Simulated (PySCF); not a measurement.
Spin states of NaBi

Unrestricted PBE0; Na aug-cc-pVDZ, Bi aug-cc-pVDZ-PP with ECP60; scalar-relativistic core potentials (PySCF 2.14). Outer shells of the fragments: Na 3s1; Bi 5d10 6s2 6p3.

Followed along the bond (rough minima from three points):

| 2Ms+1 | unpaired | ⟨S²⟩ at the start | R at minimum (Å) | Te (eV) |
| --- | --- | --- | --- | --- |
| 3 | π ↑↑ | 2.03 | 3.00 | 0.00 |
| 1 | π ↑↓ | 1.00 | 2.98 | 0.32 |
| 1 | none | 0.00 | 2.98 | 1.15 |
| 1 | σ ↓, π ↑ | 1.01 | 2.95 | 1.17 |
| 3 | σ ↑, π ↑ | 2.00 | none in the scan | ≤ 0.90 |

Solutions found at the starting distance of 3.035 Å, counted from the lowest of them; the search is not exhaustive and high or unbound solutions are not listed, so other states can lie among these:

```tsv
2Ms+1	unpaired	term	E (eV)	⟨S²⟩	⟨Lz²⟩	μ (D)
3	π ↑↑	³Σ⁻	0.00	2.03	0.00	-6.29
1	π ↑↓	mixed	0.32	1.00	2.01	-6.60
3	σ ↑, π ↑	³Π	0.90	2.00	1.01	-8.34
1	none	mixed	1.15	0.00	2.00	-6.69
1	σ ↓, π ↑	mixed	1.17	1.01	1.01	-8.10
5	σ ↑↑, π ↑↑	⁵Σ⁻	1.57	6.00	0.00	2.96
3	σ ↑↑, π ↑↓	mixed	2.24	3.01	2.01	3.06
1	σ ↓↓, π ↑↑	mixed	2.26	2.01	0.00	3.23
3	σ ↑, π ↑	³Π	2.70	2.00	1.00	3.45
1	σ ↓, π ↑	mixed	2.73	1.00	1.00	3.67
5	σ ↑, π ↑↑↑	⁵Π	3.05	6.00	1.00	2.51
3	σ ↑↑	mixed	3.14	2.00	2.00	3.00
3	σ ↑, π ↑↑↓	mixed	3.71	3.01	3.01	2.55
5	σ ↑, π ↑↑, δ ↑	⁵Δ	4.93	6.00	4.00	-0.18
```

A term symbol is given only where ⟨S²⟩ and ⟨Lz²⟩ are close to those of a pure state; real π, δ and φ orbitals otherwise mix terms. A positive dipole means Na(−)Bi(+).

These are scalar-relativistic numbers at best; spin–orbit coupling would shift them, the dissociation energy most. Counting both spins, an empty level lies below a filled one in some of these solutions, because spin and occupation are held.
